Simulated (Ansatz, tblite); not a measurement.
Cost and result up the ladder for InH₃ (4 atoms). The state is a singlet with charge 0. Geometry: PBE0-D4/def2-TZVP.

Cartesian coordinates in Å:
```
In 0.000 0.000 0.000
H -0.576 -1.033 -1.255
H -0.033 1.711 -0.208
H 0.609 -0.679 1.463
```

Ansatz on 4 threads of Arm Neoverse V2 on a shared host; xTB runs through tblite on one thread. Times are rough, summed over both states, and most runs start from the orbitals of an earlier one. No level here is sound enough to serve as a yardstick. The other state is a doublet.

In the def2 sets In takes a core potential; there is no spin–orbit coupling. The xTB rows come from tblite. Correlated methods freeze 4 core orbitals; core or outer-core shells of In are correlated, in sets that lack core-valence functions.

Run but left out: PBE-D4/def2-TZVP (charge +1 doublet: an occupied level 0.14 eV above an empty one).

Correlated methods converge slowly with the basis.

Raw xTB energies of ions are shifted by several eV.

| level | functions | vertical IE (eV) | remarks |
| --- | --- | --- | --- |
| GFN1-xTB | 15 | 14.67 | – |
| CCSD(T)/def2-TZVPP | 92 | 10.67 | spin-contaminated (⟨S²⟩ 0.87) (+1 doublet) |
| GFN2-xTB | 12 | 14.68 | – |
| r2SCAN-D4/def2-TZVP | 68 | 10.44 | – |

Task: Estimate how long each takes.

Result: GFN2-xTB 0.002 s; GFN1-xTB 0.003 s; r2SCAN-D4/def2-TZVP 2.2 s; CCSD(T)/def2-TZVPP 4.2 s. On shared hardware such times vary by a factor of up to 3.
